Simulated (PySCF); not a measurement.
Molecule: SMILES C=CC(F)(F)C(=O)[O-], [C4H3F2O2]-.

Bonds (- single, = double, # triple, : aromatic): C1=C2, C2-C3, C3-F4, C3-F5, C3-C6, C6=O7, C6-O8. C1 carries H9, H10; C2 carries H11. Formal charges: O8 -1.

Total charge -1. H10 is cis to C3; H9 is trans to C3.

Frames of a GFN2-xTB Langevin trajectory at 300 K; GIAO PBE0/pcSseg-1 shieldings in PySCF 2.14.0 with density-fitted response routines, gas phase, non-relativistic; equivalent atoms averaged within each frame.

δ = σ(ref) − σ, references computed at the same level: 13C (σref 186.93) and 1H (σref 31.72) vs TMS; 19F (σref 170.95) against CFCl3; H2O for 17O (σref 336.08). The references are static minima.

How do the shifts (ppm) fluctuate along the trajectory?

Answers


```tsv
time (fs)	C2	C6	C3	C1	F4/F5	O8	O7	H11	H9	H10
250	157.1	154.3	129.4	114.1	-147.2	279.8	273.7	6.62	6.32	6.16
425	150.6	159.3	135.5	120.3	-132.1	309.2	306.0	5.95	6.07	5.55
625	160.6	164.4	133.8	109.1	-126.7	325.3	329.3	6.80	4.39	5.29
800	151.5	166.2	126.3	114.3	-121.6	331.5	300.7	6.60	4.41	6.12
1000	156.1	160.8	144.9	104.6	-108.1	308.1	283.3	6.83	4.11	4.95
mean of frames	155.2	161.0	134.0	112.5	-127.1	310.8	298.6	6.56	5.06	5.61
standard deviation	4.1	4.7	7.1	5.9	14.3	20.1	21.5	0.36	1.05	0.52
```

5 frames give an uncertainty of the mean of about the standard deviation over 2.2 at best, since frames this close in time may not be independent; classical motion lacks zero-point vibration, and the reference would need the same averaging.
